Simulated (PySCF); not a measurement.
Electron correlation in Se (selenium, neutral)

[Ar] 3d10 4s1 4p5, high-spin 3P determinant (an excited configuration). Calculation: PySCF 2.14, in ANO-RCC-VTZP; the spin-free X2C one-electron Hamiltonian (Gaussian nucleus). Frozen: [Ar] 3d10; 6 electrons correlated.

MP2 pair energies summed by pair of shells (mhartree):

| pair | energy | share (%) |
| --- | --- | --- |
| 4p-4p | -115.43 | 88.3 |
| 4s-4p | -15.36 | 11.7 |

Total MP2 correlation energy: -130.79 mhartree.

Same-spin part -25.55 and opposite-spin part -105.24 mhartree; SCS-MP2 scales them by 1/3 and 6/5 to -134.81 mhartree.
